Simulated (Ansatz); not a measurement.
```yaml
crystal:
  periodic: [false, false, false]
  atoms:
    - {symbol: O, position_ang: [0.649465, 1.851528, -1.046714]}
    - {symbol: Si, position_ang: [0.375952, 0.663424, 0.610263]}
    - {symbol: F, position_ang: [2.152106, 0.297333, 1.484264]}
    - {symbol: Al, position_ang: [-0.874495, -1.944852, -0.472712]}
    - {symbol: H, position_ang: [0.950324, 3.001320, -0.886682]}
    - {symbol: H, position_ang: [-0.567012, 1.622679, 1.904765]}
    - {symbol: H, position_ang: [0.252515, -3.292944, -1.393632]}
    - {symbol: H, position_ang: [-2.823481, -2.269862, -0.269302]}
basis:
  gaussian: {orbitals: cc-pVDZ}
hamiltonian: {xc: {name: HF}}
correlation: {active_space: {window: {electrons: 6, orbitals: 2}}}
output: {forces: true}
```

```sh
$ ansatz run in.yaml --threads 2 --pin off --events-out ev --progress --plain --max-ram 4352MiB
```

It prints (some lines left out):

```
Functional definition: HF
798 factors; integrals over basis functions are off by at most 1.3e-3 eV
mean field evaluation 1: about -19240.8856 eV, gradient 4.7e1 eV
mean field evaluation 2: about -19240.9127 eV, gradient 4.8e1 eV
mean field evaluation 4: about -19246.4336 eV, gradient 3.8e0 eV
mean field evaluation 8: about -19246.5652 eV, gradient 6.4e-1 eV
mean field evaluation 16: about -19246.5688 eV, gradient 8.7e-7 eV
mean field -19246.56881613 eV, -707.2983581999 hartree, gradient 8.7e-7 eV, S^2 0.000000; 1 other end points of the search recorded, 0 dependent functions left out
reference -19246.56881613 eV, -707.2983581999 hartree; 24, 24 occupied and 60, 60 virtual orbitals, 798 factors
Error: 6 electrons in 2 orbitals form no window around the highest filled level of the reference
```

(1) What is wrong with this run?

## Answers

(1) The active space doesn't fit the electrons. The run stopped with an error.
